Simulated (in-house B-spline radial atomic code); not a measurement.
Orbital energies and mean radii along the 59-electron series, configuration [Kr] 4d10 4f12 5s1. The effective charge is n√(-2ε), a non-relativistic measure. Computed with an all-electron radial atomic-structure program (B-spline basis): Dirac-Hartree-Fock, average of the configuration, finite nuclei.

```json
{"ion": "Os17+", "Z": "76", "energy of 4f7/2 (Eh)": "-16.241", "mean radius of 4f7/2 (bohr)": "0.50186", "energy of 4p3/2 (Eh)": "-32.105", "mean radius of 4p3/2 (bohr)": "0.46236", "energy of 4s1/2 (Eh)": "-39.207", "mean radius of 4s1/2 (bohr)": "0.42899", "energy of 4d3/2 (Eh)": "-25.42", "mean radius of 4d3/2 (bohr)": "0.47059", "effective charge of 4f7/2": "22.797"}
{"ion": "Ir18+", "Z": "77", "energy of 4f7/2 (Eh)": "-17.898", "mean radius of 4f7/2 (bohr)": "0.48563", "energy of 4p3/2 (Eh)": "-34.263", "mean radius of 4p3/2 (bohr)": "0.45306", "energy of 4s1/2 (Eh)": "-41.716", "mean radius of 4s1/2 (bohr)": "0.4202", "energy of 4d3/2 (Eh)": "-27.393", "mean radius of 4d3/2 (bohr)": "0.45968", "effective charge of 4f7/2": "23.932"}
{"ion": "Pt19+", "Z": "78", "energy of 4f7/2 (Eh)": "-19.623", "mean radius of 4f7/2 (bohr)": "0.4706", "energy of 4p3/2 (Eh)": "-36.493", "mean radius of 4p3/2 (bohr)": "0.44408", "energy of 4s1/2 (Eh)": "-44.312", "mean radius of 4s1/2 (bohr)": "0.41168", "energy of 4d3/2 (Eh)": "-29.437", "mean radius of 4d3/2 (bohr)": "0.44924", "effective charge of 4f7/2": "25.059"}
{"ion": "Au20+", "Z": "79", "energy of 4f7/2 (Eh)": "-21.414", "mean radius of 4f7/2 (bohr)": "0.45663", "energy of 4p3/2 (Eh)": "-38.794", "mean radius of 4p3/2 (bohr)": "0.43541", "energy of 4s1/2 (Eh)": "-46.997", "mean radius of 4s1/2 (bohr)": "0.40342", "energy of 4d3/2 (Eh)": "-31.55", "mean radius of 4d3/2 (bohr)": "0.43923", "effective charge of 4f7/2": "26.177"}
```

Q: How does the screening of 4f7/2 change?

A: Z less the effective charge goes from 53.20 at Z = 76 to 52.82 at Z = 79.
